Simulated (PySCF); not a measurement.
**Mayer bond orders and bond lengths**

Compound: C₆H₉ClO.
Atom-mapped SMILES: `[Cl:1][C@@H:2]1[CH2:3][CH2:4][C@@H:5]2[O:6][C@@H:7]2[CH2:8]1` (hydrogens: H9 on C2; H10, H11 on C3; H12, H13 on C4; H14 on C5; H15 on C7; H16, H17 on C8)

Structure used (GFN2-xTB), in Å, numbered top down from 1:
```
atom  x, y, z in Å
Cl1    1.598   -2.339    1.125
C2     0.613   -0.874    0.814
C3    -0.589   -1.224   -0.050
C4    -1.535   -0.024   -0.094
C5    -0.805    1.229   -0.520
O6     0.028    1.156   -1.641
C7     0.653    1.329   -0.398
C8     1.486    0.176    0.136
H9     0.282   -0.525    1.796
H10   -0.253   -1.465   -1.060
H11   -1.110   -2.091    0.359
H12   -2.351   -0.221   -0.792
H13   -1.967    0.152    0.894
H14   -1.392    2.144   -0.455
H15    1.091    2.315   -0.260
H16    2.017   -0.283   -0.702
H17    2.227    0.558    0.838
```

Bond orders from the PBE0/pcSseg-1 density (PySCF). The structure is a single GFN2-xTB conformer in the gas phase; no vibrational or solvent corrections.

Problem. Where do the orders between heavy atoms depart from those drawn in the SMILES?

Solution. The largest departure is 0.097, at O6–C7 (drawn single, 0.903).

Problem. Give the Mayer order of every bond, beside its length.

Solution. 
| bond | drawn as | length (Å) | Mayer order |
| --- | --- | --- | --- |
| Cl1–C2 | single | 1.792 | 1.016 |
| C2–C3 | single | 1.521 | 0.970 |
| C3–C4 | single | 1.528 | 1.030 |
| C4–C5 | single | 1.512 | 1.015 |
| C5–O6 | single | 1.398 | 0.919 |
| O6–C7 | single | 1.402 | 0.903 |
| C7–C8 | single | 1.519 | 1.006 |
| C8–C2 | single | 1.524 | 0.968 |
| C7–C5 | single | 1.467 | 0.996 |
| C2–H9 | single | 1.094 | 0.932 |
| C3–H10 | single | 1.091 | 0.938 |
| C3–H11 | single | 1.091 | 0.946 |
| C4–H12 | single | 1.092 | 0.941 |
| C4–H13 | single | 1.093 | 0.939 |
| C5–H14 | single | 1.089 | 0.955 |
| C7–H15 | single | 1.088 | 0.956 |
| C8–H16 | single | 1.093 | 0.928 |
| C8–H17 | single | 1.091 | 0.941 |

Bonds between the same two heavy elements. C–C: lowest C8–C2 and C2–C3 (0.968, 1.524 Å), highest C3–C4 (1.030, 1.528 Å); in 4 of the 15 pairs the longer bond (by over 0.003 Å) has the higher order (by 0.02 or more). C–O: all 2 within 0.02 of one another (0.903 to 0.919). Bonds named together lie within 0.004.

Problem. Sum the orders of all bonds at each heavy atom with more than one neighbour and set the sums beside the valence in the SMILES.

Solution. C2 3.886 (drawn 4), C3 3.884 (drawn 4), C4 3.925 (drawn 4), C5 3.885 (drawn 4), O6 1.822 (drawn 2), C7 3.861 (drawn 4), C8 3.843 (drawn 4). Orders between atoms that aren't bonded are not in these sums.

The Mayer order sums products of elements of PS (density times overlap matrix) between the two atoms' basis functions, so it depends on the basis set.

The run behind these numbers computed NMR shieldings as well. The run took about 80 s of CPU time (one thread, shared machine).
